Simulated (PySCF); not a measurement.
AlCl, SMILES [Al][Cl] (connectivity only; charge and spin as stated), neutral, multiplicity 1.

Geometry optimised at PBE0-D3(BJ)/def2-TZVPD.

Two levels are set side by side: TDDFT-PBE/def2-TZVPD (PySCF) and TDDFT-B3LYP/def2-TZVPD (PySCF). Vertical, same geometry. The lowest singlet is HOMO→LUMO+1 98 % with PBE and HOMO→LUMO 99 % with the other functional; states are paired by order. Differences are taken from unrounded values.

```tsv
quantity	TDDFT-B3LYP
lowest singlet excitation (eV)	4.67
lowest triplet excitation (TDA) (eV)	2.97
first bright state (f over 0.05) (eV)	4.67
its oscillator strength	0.18
```

Problem. What does TDDFT-PBE give, and how far is it from TDDFT-B3LYP? (Estimate from the structure and the level; the computed values follow.)

Solution. 
| quantity | TDDFT-PBE | TDDFT-PBE minus TDDFT-B3LYP |
|---|---|---|
| lowest singlet excitation (eV) | 4.56 | -0.11 |
| lowest triplet excitation (TDA) (eV) | 2.81 | -0.16 |
| first bright state (f over 0.05) (eV) | 4.56 | -0.11 |
| its oscillator strength | 0.16 | -0.02 |

Rough cost on one machine, each run with all the roots and properties that it gave: TDDFT-B3LYP against TDDFT-PBE about 2 times.
